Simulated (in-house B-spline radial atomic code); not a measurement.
Values are calculated unless marked as measured or tabulated.
## Mg in an electron gas of r_s = 3: phase shifts, screening, friction and resistivity

A nucleus sits in a uniform electron gas with a rigid positive background. The Kohn-Sham equations are solved self-consistently in the spin-unpolarised LDA (PW92), non-relativistic, on B-splines with outgoing waves at the boundary and partial waves to l = 8. The model has no lattice, no bands and no magnetic solution. Atomic units; δ_l are the phase shifts at the Fermi level, counted so that each bound state adds π, and good to about 0.0005.

The density parameter is r_s = 3 bohr, near that of the valence electrons of Ag (1 per atom, density 10.5 g/cm³, mass 107.87 u, which gives r_s = 3.02).

```
l  δ_l (rad)
0     6.8332
1     3.8120
2     0.1082
3     0.0055
4     0.0002
5     0.0000
6     0.0000
7     0.0000
8     0.0000
```

Bound levels below the band bottom (hartree): s -45.68, s -2.632, p -1.446, s -0.003648.

(1) Check the Friedel sum rule, and say where the screening charge sits.

(2) Find the transport cross section and the electronic stopping of a 10 keV Mg ion (mass 24.3 u).

(3) What residual resistivity would 1 atomic per cent of such centres give in Ag?

(4) On a substitutional site the background of one host ion, a sphere holding 1 charge, is taken out. The phase shifts for l = 0 to 4 become 6.5647, 3.4862, 0.0513, 0.0003, -0.0003. What follows?

Results:

(1) k_F = (9π/4)^(1/3)/r_s = 0.63972. The rule is Z = (2/π) Σ (2l + 1) δ_l. The terms are s 4.350, p 7.280, d 0.344, f 0.025 and 0.001 beyond, in all 12.001 against Z = 12. Bound states hold 6 s, 6 p, 0 d electrons, so the scattering states carry 0.00 in all; where a term is smaller than its bound count, the bound level has drawn weight out of the band.

(2) σ_tr = (4π/k_F²) Σ (l + 1) sin²(δ_l − δ_(l+1)). The terms for l = 0 to 3 are 0.0144, 0.5683, 0.0315, 0.0001, all together 0.6144, so σ_tr = 30.707 × 0.6144 = 18.865 bohr². With n = 3/(4π r_s³) = 0.008842, the friction coefficient is Q = n k_F σ_tr = 0.1067. For v well below v_F = 0.640, dE/dx = Q v; with 24801 eV per u at v = 1, v = √(10000/(24801 × 24.3)) = 0.1288, so dE/dx = 0.01375 hartree/bohr = 7.07 eV/nm. The largest term couples the p and d waves.

(3) Δρ = k_F n_i σ_tr/n in atomic units of 21.74 μΩ·cm. With one host atom per 1 electron, n_i/n = 0.01/1, so Δρ = 0.6397 × 0.01000 × 18.865 × 21.74 = 2.62 μΩ·cm. This is an atom added to the gas, as on an interstitial site.

(4) The Friedel sum is now 11.00, for Z − 1 = 11. The sum in σ_tr is 0.1790, so σ_tr = 5.50 bohr² and Δρ = 0.76 μΩ·cm per atomic per cent, 0.29 times the value above. A real host ion scatters too, so this model doesn't give zero even for the host's own atom.
